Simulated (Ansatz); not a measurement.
Computed with Ansatz on PBE0-D4/def2-TZVP structures; ΔE is electronic, products minus reactants. CCSD(T)/CBS is the MP2 limit (def2-TZVPP, def2-QZVPP) plus CCSD(T) − MP2 in def2-TZVPP, frozen cores. Double bonds are as drawn, so ΔE can hold a change between cis and trans. Functionals use def2-TZVPP. One conformer a species, not always the lowest.

`B/C=C(\C)O` → `B/C=C/CO`  (isomerisation)

| level | ΔE (kcal/mol) | difference from CCSD(T)/CBS |
| --- | --- | --- |
| PBE-D4 | 17.4 | 3.9 |
| r2SCAN-D4 | 17.5 | 4.0 |
| PBE0-D4 | 16.4 | 2.9 |
| ωB97M-V | 15.0 | 1.5 |
| HF/def2-TZVPP | 10.7 | -2.8 |
| SCS-MP2/def2-TZVPP | 13.0 | -0.5 |
| CCSD/def2-TZVPP | 12.7 | -0.8 |
| HF/def2-QZVPP | 10.7 | -2.8 |
| SCS-MP2/def2-QZVPP | 13.0 | -0.5 |
| MP2/CBS(def2) | 14.6 | 1.1 |
| CCSD(T)/CBS | 13.5 | 0 |

Largest T1 diagnostic among the species: 0.013.

In def2-TZVPP, CCSD(T) changes the Hartree–Fock value by +2.8 kcal/mol (the triples alone add +0.8 kcal/mol) and MP2 by +3.9 kcal/mol. From PBE to PBE0 (25 % exact exchange), in def2-TZVPP and without D4, ΔE moves by −1.0 kcal/mol.
